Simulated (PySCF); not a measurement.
SMILES [SiH2](C(C)(C)C)c1sccc1 (GFN2-xTB optimised geometry):

```
24

C     -0.510    -1.966    -2.822
C     -1.631    -1.876    -1.784
C     -2.468    -3.153    -1.845
C     -2.525    -0.682    -2.123
Si    -0.886    -1.678    -0.026
C      0.286    -0.216     0.000
C      1.650    -0.216     0.000
C      2.223     1.073     0.000
C      1.284     2.054     0.001
S     -0.309     1.414     0.002
H      0.137    -2.818    -2.621
H      0.100    -1.065    -2.813
H     -0.926    -2.085    -3.823
H     -1.859    -4.027    -1.623
H     -2.898    -3.282    -2.838
H     -3.282    -3.116    -1.124
H     -2.948    -0.795    -3.121
H     -1.960     0.248    -2.099
H     -3.346    -0.598    -1.414
H     -1.961    -1.457     0.948
H     -0.099    -2.866     0.328
H      2.228    -1.123     0.001
H      3.282     1.260    -0.001
H      1.426     3.116     0.001
```

Level of theory: PBE/def2-SVP (PySCF 2.14.0).

Q: What are the frontier orbital energies and the dipole moment?

A: HOMO-2 -6.73 eV, HOMO-1 -6.19 eV, HOMO -5.75 eV, LUMO -1.40 eV, LUMO+1 0.10 eV; dipole moment 0.74 D.

Meta-Löwdin charges at PBE/def2-SVP: C1 -0.30, C2 -0.13, C3 -0.30, C4 -0.31, Si5 0.56, C6 -0.33, C7 -0.13, C8 -0.14, C9 -0.24, S10 0.26, H11 0.09, H12 0.10, H13 0.09, H14 0.10, H15 0.10, H16 0.10, H17 0.10, H18 0.10, H19 0.10, H20 -0.09, H21 -0.09, H22 0.11, H23 0.12, H24 0.13.
